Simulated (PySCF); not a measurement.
I⁺ (iodine, charge +1) across methods

[Kr] 4d10 5s2 5p3 5d1, high-spin 5D determinant (an excited configuration). All numbers are calculated (PySCF 2.14, scalar relativity through the core potential, in aug-cc-pVDZ-PP with ECP28MDF).

```json
{"method": "revPBE", "E (hartree)": "-294.9651", "mean ε 5s β (eV)": "-26.374", "mean ε 5p α (eV)": "-17.856", "mean ε 5d α (eV)": "-5.399", "Σ⟨r²⟩ (bohr²)": "53.19", "⟨S²⟩": "6.001"}
{"method": "TPSSh", "E (hartree)": "-294.8180", "mean ε 5s β (eV)": "-26.777", "mean ε 5p α (eV)": "-18.575", "mean ε 5d α (eV)": "-5.657", "Σ⟨r²⟩ (bohr²)": "53.20", "⟨S²⟩": "6.001"}
{"method": "PBE0", "E (hartree)": "-294.9250", "mean ε 5s β (eV)": "-27.584", "mean ε 5p α (eV)": "-19.354", "mean ε 5d α (eV)": "-6.147", "Σ⟨r²⟩ (bohr²)": "53.19", "⟨S²⟩": "6.001"}
{"method": "PBE", "E (hartree)": "-294.9017", "mean ε 5s β (eV)": "-26.562", "mean ε 5p α (eV)": "-17.883", "mean ε 5d α (eV)": "-5.381", "Σ⟨r²⟩ (bohr²)": "53.23", "⟨S²⟩": "6.001"}
{"method": "UHF", "E (hartree)": "-293.94031", "mean ε 5s β (eV)": "-29.194", "mean ε 5p α (eV)": "-22.969", "mean ε 5d α (eV)": "-7.976", "Σ⟨r²⟩ (bohr²)": "53.72", "⟨S²⟩": "6.002"}
{"method": "M06", "E (hartree)": "-294.9719", "mean ε 5s β (eV)": "-28.206", "mean ε 5p α (eV)": "-18.895", "mean ε 5d α (eV)": "-5.970", "Σ⟨r²⟩ (bohr²)": "53.11", "⟨S²⟩": "6.000"}
{"method": "LDA", "E (hartree)": "-294.4725", "mean ε 5s β (eV)": "-27.122", "mean ε 5p α (eV)": "-17.979", "mean ε 5d α (eV)": "-5.274", "Σ⟨r²⟩ (bohr²)": "53.32", "⟨S²⟩": "6.000"}
{"method": "B3LYP", "E (hartree)": "-294.9947", "mean ε 5s β (eV)": "-27.746", "mean ε 5p α (eV)": "-18.875", "mean ε 5d α (eV)": "-5.815", "Σ⟨r²⟩ (bohr²)": "53.30", "⟨S²⟩": "6.000"}
{"method": "r2SCAN", "E (hartree)": "-295.0260", "mean ε 5s β (eV)": "-26.567", "mean ε 5p α (eV)": "-18.452", "mean ε 5d α (eV)": "-5.400", "Σ⟨r²⟩ (bohr²)": "53.19", "⟨S²⟩": "6.001"}
```

Energies and moments cover only the electrons outside the core potential. The outer electron is Rydberg-like, and this basis confines it to a smaller radius and binds it less than a complete one would.
